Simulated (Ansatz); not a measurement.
Reaction (redistribution): `F[SiH](F)[SiH](F)F` + `N[SiH2]C(O)F` → `F[SiH](F)[Si](F)(F)F` + `N[SiH2]CO`

Calculated with Ansatz (gas phase, PBE0-D4/def2-TZVP geometries, no zero-point term in ΔE). CBS: MP2 limit from def2 TZ/QZ plus the TZ coupled-cluster correction, frozen cores. DFT in def2-TZVPP. B3LYP here is the variant with VWN-RPA as its local correlation; programs differ in this. One conformer a species, not always the lowest.

Q: Is it downhill or uphill in electronic energy at CCSD(T)/CBS, and by how much? (An estimate is asked.)

A: Computed: Downhill: ΔE = -211.5 kJ/mol.

Q: What do these levels give: r2SCAN-D4, B3LYP-D4, ωB97X-V, ωB97M-V, B2PLYP, MP2/def2-TZVPP, SCS-MP2/def2-TZVPP, CCSD/def2-TZVPP, CCSD(T)/def2-TZVPP, SCS-MP2/def2-QZVPP, HF/CBS(def2), MP2/CBS(def2)? (An estimate is asked.)

A: Computed: r2SCAN-D4 -202.8, B3LYP-D4 -199.9, ωB97X-V -197.0, ωB97M-V -202.4, B2PLYP -205.8, MP2/def2-TZVPP -217.1, SCS-MP2/def2-TZVPP -212.3, CCSD/def2-TZVPP -210.6, CCSD(T)/def2-TZVPP -208.3, SCS-MP2/def2-QZVPP -215.5, HF/CBS(def2) -214.2, MP2/CBS(def2) -220.3 kJ/mol.

Largest T1 diagnostic among the species: 0.013.

From PBE to PBE0 (25 % exact exchange), in def2-TZVPP and without D4, ΔE moves by −9.4 kJ/mol.
